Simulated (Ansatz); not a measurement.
H₂N, doublet, at a GFN2-xTB geometry. Base run: CCSD/def2-SVP (Ansatz, an electronic-structure program).

Input for Ansatz:
Ansatz 0.2 input:
```yaml
crystal:
  periodic: [false, false, false]
  atoms:
    - {symbol: N, position_ang: [0.00669643, 0.12471327, 0.03430287]}
    - {symbol: H, position_ang: [-0.85214990, -0.39082144, -0.12434158]}
    - {symbol: H, position_ang: [0.80527491, -0.48217148, -0.11577850]}
basis:
  gaussian:
    orbitals: def2-SVP
magnetization: {spin_polarized: true, initial_magnetization: 1}
correlation: {method: ccsd}
```

Each row names what was changed in the base input (with any setting that the change needs).

```
change                                                             ΔE vs base (mEh)  MP2 correlation (Eh)  CC correlation without the perturbative part (Eh)  basis functions
-----------------------------------------------------------------  ----------------  --------------------  -------------------------------------------------  ---------------
base                                                                          0.000              -0.14265                                           -0.16142               24
electrons = outside_noble_gas                                                 0.000              -0.14265                                           -0.16142               24
reference functional = pbe0                                                   0.409                     -                                           -0.16360               24
electrons = all                                                              -2.349              -0.14520                                           -0.16377               24
diis_vectors = 4                                                              0.000              -0.14265                                           -0.16142               24
diis_vectors = 2                                                              0.000              -0.14265                                           -0.16142               24
lower_state_search = off                                                      0.000              -0.14265                                           -0.16142               24
method = ccsd_t                                                              -2.579              -0.14265                                           -0.16142               24
fitting = cc-pVTZ-JKFIT (mean field), cc-pVTZ-RIFIT (correlation)             0.020              -0.14263                                           -0.16140               24
method = mp2                                                                      …              -0.14265                                                  -               24
```

Some entries are withheld; supply them.


- method = mp2, ΔE vs base (mEh): 18.769
